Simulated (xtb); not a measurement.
C4H12O4Si, charge +1, doublet, geometry from GFN2-xTB (a state made from the parent by changing its charge; the spin is typed, not shown lowest). Base run: GFN2-xTB (xtb).

Here is a job for xtb.
```
$ xtb mol.xyz --gfn 2 --chrg 1 --uhf 1 --json

# file mol.xyz
21

C     -0.11670586    -2.24278719    -1.65173879
O     -0.10268118    -0.88467916    -1.35115769
Si     0.00095962    -0.00044419    -0.00058621
O     -0.63894185     1.45284767    -0.30608731
C     -1.69580926     1.93597961    -1.07150182
O     -0.77774819    -0.79708858     1.17152039
C     -0.74507282    -0.80614135     2.56259729
O      1.52915643     0.22439067     0.47974697
C      2.54887460     1.11698217     0.16596616
H     -0.54575355    -2.83431593    -0.84336315
H      0.90213945    -2.58557608    -1.86871056
H     -0.70010660    -2.37121716    -2.57058672
H     -1.45218806     2.96551655    -1.35663978
H     -2.60733703     1.97775207    -0.46339402
H     -1.86754280     1.32617893    -1.95817493
H      0.24834443    -0.57668255     2.94731708
H     -1.47436083    -0.08841114     2.95683738
H     -1.06270741    -1.80141888     2.89294884
H      3.18056348     0.69576993    -0.62534678
H      2.16017216     2.08703202    -0.14285913
H      3.17934042     1.22362660     1.05606279
```

Each row names what was changed in the base input (with any setting that the change needs).

```csv
change,ΔE vs base (kcal/mol),G_solv (kcal/mol),SCF cycles
base,0.000,-,16
alpb = thf,-44.54,-45.15,14
gbsa = chcl3,-40.09,-40.14,13
etemp = 3000,-10.39,-,11
etemp = 1000,-2.01,-,12
acc = 1000,0.002,-,11
file = coord,0.000,-,16
alpb = acetone,-45.52,-45.78,14
alpb = methanol,-46.32,-46.75,13
```

ALPB and GBSA are two models with their own fitted parameters for each solvent, which aren't always the measured dielectric constant.
